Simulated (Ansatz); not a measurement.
`[Cl][GeH]([Cl])[Cl]` + `CC(C)(C)S` → `[SH][GeH]([Cl])[Cl]` + `CC(C)(C)Cl`  (formal exchange of groups at a Ge–Cl bond)

Gas-phase electronic energies from Ansatz, PBE0-D4/def2-TZVP geometries. CCSD(T)/CBS adds triple-zeta CCSD(T) − MP2 to the extrapolated MP2 energy (def2 sets, frozen cores). Functionals use def2-TZVPP. B3LYP here is the variant with VWN-RPA as its local correlation; programs differ in this. For Ge outer-core shells are correlated without core-valence functions, which leaves a few kJ/mol of doubt a bond. Scalar relativity is left out up to krypton. Each species was taken in one conformer, which may not be the lowest.

Q: Is it downhill or uphill in electronic energy at CCSD(T)/CBS, and by how much? (Estimate.)

A: Ansatz gave: Uphill: ΔE = +0.21 eV.

Q: What do these levels give: B97M-V, BLYP, B3LYP, CCSD/def2-SVP, HF/def2-TZVPP, CCSD/def2-TZVPP? (Estimate.)

A: Ansatz gave: B97M-V 0.22, BLYP 0.16, B3LYP 0.18, CCSD/def2-SVP 0.28, HF/def2-TZVPP 0.23, CCSD/def2-TZVPP 0.23 eV.

Largest T1 diagnostic among the species: 0.010.

From BLYP to BHLYP (50 % exact exchange), in def2-TZVPP and without D4, ΔE moves by +0.05 eV. Leaving LDA and LC-ωPBE aside and taking each functional with its dispersion term where it has one, the values, not all of them listed here, spread over 0.05 eV, from PBE-D4 to PBE-QIDH. At CCSD(T), def2-SVP lies +0.07 eV from the extrapolated value and def2-TZVPP +0.02 eV.
